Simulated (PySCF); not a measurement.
C6H10F (charge +1).
Bonds: C1–C2, C2–C3, C2–C4, C4–F5, C4–C6, C6–C7, C4–C7. Hydrogens: H8, H9, H10 on C1; H11, H12, H13 on C3; H14, H15 on C6; H16, H17 on C7.

The geometry is computed with GFN2-xTB (gas phase).

(1) Give the optimised bond lengths and angles.

Answers

(1) 
```json
{"bond": "C1–C2, C2–C3", "length (bohr)": "2.758", "order": "single"}
{"bond": "C2–C4", "length (bohr)": "2.669", "order": "single"}
{"bond": "C4–F5", "length (bohr)": "2.557", "order": "single"}
{"bond": "C4–C6, C4–C7", "length (bohr)": "2.932", "order": "single"}
{"bond": "C6–C7", "length (bohr)": "2.760", "order": "single"}
{"bond": "C1–H8, C1–H9, C3–H12", "length (bohr)": "2.057", "order": "single"}
{"bond": "C1–H10, C3–H11, C3–H13", "length (bohr)": "2.070", "order": "single"}
{"bond": "C6–H14, C7–H17", "length (bohr)": "2.040", "order": "single"}
{"bond": "C6–H15, C7–H16", "length (bohr)": "2.044", "order": "single"}
```

Bonds in one row agree within 0.02 bohr and their mean is given. Orders are formal, as drawn. A selection of angles:
```json
{"angle": "C2–C1–H8", "degrees": "109.2"}
{"angle": "C2–C1–H9", "degrees": "115.1"}
{"angle": "H8–C1–H9", "degrees": "109.5"}
{"angle": "H8–C1–H10", "degrees": "104.2"}
{"angle": "C1–C2–C3", "degrees": "119.3"}
{"angle": "C1–C2–C4", "degrees": "122.6"}
{"angle": "C3–C2–C4", "degrees": "118.2"}
{"angle": "C2–C3–H12", "degrees": "113.0"}
{"angle": "C2–C4–F5", "degrees": "114.5"}
{"angle": "C2–C4–C6", "degrees": "123.0"}
{"angle": "F5–C4–C6", "degrees": "113.9"}
{"angle": "C6–C4–C7", "degrees": "56.2"}
{"angle": "C4–C6–C7", "degrees": "61.9"}
{"angle": "C4–C6–H14", "degrees": "116.9"}
{"angle": "C4–C6–H15", "degrees": "112.6"}
{"angle": "C7–C6–H14", "degrees": "120.9"}
{"angle": "C7–C6–H15", "degrees": "118.8"}
{"angle": "H14–C6–H15", "degrees": "114.7"}
```

Dihedral angles: C1–C2–C4–F5 180° (antiperiplanar); C2–C4–C6–C7 -110° (anticlinal); C2–C4–C7–C6 110° (anticlinal).

The 3-membered ring C4–C6–C7 has internal angles of 56.2° to 61.9°. C2 (formal carbocation centre) is planar (angles 122.6°, 119.3° and 118.2°, sum 360.0°, 0.00 Å off the plane of its three neighbours). The C–C distances run from 1.413 Å (C2–C4, drawn single) to 1.551 Å (C4–C7, drawn single), a spread of 0.138 Å. Of the pairs four or more bonds apart, C7···H9 is among the closest relative to their van der Waals radii: 2.78 Å, 96 % of the sum of Bondi's values.

Point group: Cs (every atom within 0.08 Å of its image). Whether it is a minimum is left open (no frequencies).

One conformer stands for the species.
